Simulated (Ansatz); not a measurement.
C3H10B2, SMILES `CBCBC`. Charge 0, multiplicity 1.

Cartesian coordinates in Å:
```
C -1.575 -1.753 0.067
B -0.421 -0.983 0.776
C 0.879 -0.529 0.039
B 0.521 0.815 -0.672
C 0.938 2.213 -0.127
H -1.660 -2.746 0.530
H -2.543 -1.276 0.261
H -1.453 -1.889 -1.009
H -0.550 -0.711 1.940
H 1.714 -0.401 0.732
H 1.096 -1.270 -0.740
H -0.118 0.766 -1.690
H 1.373 2.211 0.874
H 1.690 2.624 -0.817
H 0.110 2.928 -0.164
```

Problem. List the harmonic frequencies (cm⁻¹, unscaled) at PBE0-D4/def2-TZVP in Ansatz. (An estimate is asked.)

Solution. Computed: 26, 44, 59, 91, 212, 318, 386, 603, 628, 742, 781, 782, 816, 858, 968, 1012, 1033, 1053, 1058, 1114, 1205, 1238, 1317, 1323, 1431, 1439, 1444, 1454, 1456, 2566, 2569, 3020, 3023, 3032, 3080, 3083, 3117, 3127, 3129.

Problem. Is this a minimum?

Solution. Yes, all 39 modes are real.

Problem. Give the ideal-gas thermochemistry at 298.15 K and 1 bar (rigid rotor, harmonic oscillator; point group C1, symmetry number 1).

Solution. Zero-point energy 326.8 kJ/mol; H(298) − E = 351.3 kJ/mol; entropy 380.8 J/(mol·K), of which translation 161.4, rotation 109.5, vibration 109.9; G(298) − E = 237.7 kJ/mol. Modes under 100 cm⁻¹ are hindered rotations or soft bends, so the harmonic entropy is rough.
